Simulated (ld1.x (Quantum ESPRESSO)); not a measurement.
aluminium: excitation energies, all-electron against TM

ld1.x (Quantum ESPRESSO) 7.5 input, shortened:

```
&input
   title='Al', zed=13., rel=1, dft='PBE', iswitch=3,
   config='[Ne] 3s2 3p1'
 /
 &inputp
   pseudotype=2, tm=.true., lloc=-1, rcloc=1.30,
   nlcc=.false.
 /
2
3S  1  0   2.00   0.00  1.55  1.55  0.0
3P  2  1   1.00   0.00  3.02  3.02  0.0
 &test
   configts(1)='3s2 3p1'
 /
```

Energies are relative to the spin-unpolarised reference configuration 3s2 3p1; without spin polarisation the order of configurations can differ from experiment.

```tsv
valence configuration	charge	ΔE all-electron (eV)	error AE − PS (meV)
3s2 3p0	+1	5.761	-0.1
3s0 3p3	0	10.451	+45
3s1 3p1	+1	11.571	+13
3s2 3p1.3	-0.3	-0.575	+0.1
3s1 3p2	0	5.139	+8.4
```

**Question.** What are ΔE and the potential's error for 3s1 3p0?

**Answer.** ΔE = 24.987 eV all-electron; the error (AE − PS) is +33 meV.

**Question.** What are ΔE and the potential's error for 3s2 3p0.5?

**Answer.** ΔE = 2.086 eV all-electron; the error (AE − PS) is 0.0 meV.

Levels in the configuration 3s2 3p1.3:

```json
{"level": "3s", "all-electron (eV)": "-5.997", "pseudo (eV)": "-5.997"}
{"level": "3p", "all-electron (eV)": "-1.154", "pseudo (eV)": "-1.154"}
```
